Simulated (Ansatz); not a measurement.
C3HF5O, SMILES `F[C@@H]1O[C@@]1(F)C(F)(F)F`. Charge 0, multiplicity 1. Geometry: relaxed with PBE0-D4/def2-TZVP.

```xyz
10

F     1.328    0.130    2.137
C     1.104    0.202    0.823
O     0.442    1.356    0.385
C    -0.277    0.172    0.369
F    -1.261    0.068    1.265
C    -0.725   -0.334   -0.992
F     0.303   -0.330   -1.839
F    -1.187   -1.576   -0.895
F    -1.685    0.437   -1.490
H     1.958   -0.125    0.238
```

Problem. What is the dipole moment at r2SCAN/def2-TZVPP? (Best estimate.)

Solution. The calculation gave: 1.66 D, with components (1.40, -0.73, -0.51) D in this frame, pointing from negative to positive charge.

Problem. And with PBE, B3LYP, ωB97M-V? (Best estimate.)

Solution. Computed: PBE 1.58 D, B3LYP 1.74 D, ωB97M-V 1.74 D.

Problem. Give the Mulliken charges with r2SCAN, PBE, ωB97M-V in def2-TZVPP. (An estimate is asked.)

Solution. Ansatz gave: 
```json
{"atom": "F1", "r2SCAN": "-0.18", "PBE": "-0.13", "ωB97M-V": "-0.17"}
{"atom": "C2", "r2SCAN": "0.25", "PBE": "0.15", "ωB97M-V": "0.21"}
{"atom": "O3", "r2SCAN": "-0.26", "PBE": "-0.20", "ωB97M-V": "-0.25"}
{"atom": "C4", "r2SCAN": "0.25", "PBE": "0.18", "ωB97M-V": "0.22"}
{"atom": "F5", "r2SCAN": "-0.17", "PBE": "-0.13", "ωB97M-V": "-0.16"}
{"atom": "C6", "r2SCAN": "0.48", "PBE": "0.37", "ωB97M-V": "0.46"}
{"atom": "F7", "r2SCAN": "-0.16", "PBE": "-0.12", "ωB97M-V": "-0.16"}
{"atom": "F8", "r2SCAN": "-0.15", "PBE": "-0.11", "ωB97M-V": "-0.15"}
{"atom": "F9", "r2SCAN": "-0.15", "PBE": "-0.11", "ωB97M-V": "-0.14"}
{"atom": "H10", "r2SCAN": "0.10", "PBE": "0.11", "ωB97M-V": "0.13"}
```

B3LYP here is the variant with VWN-RPA as its local correlation; programs differ in this.
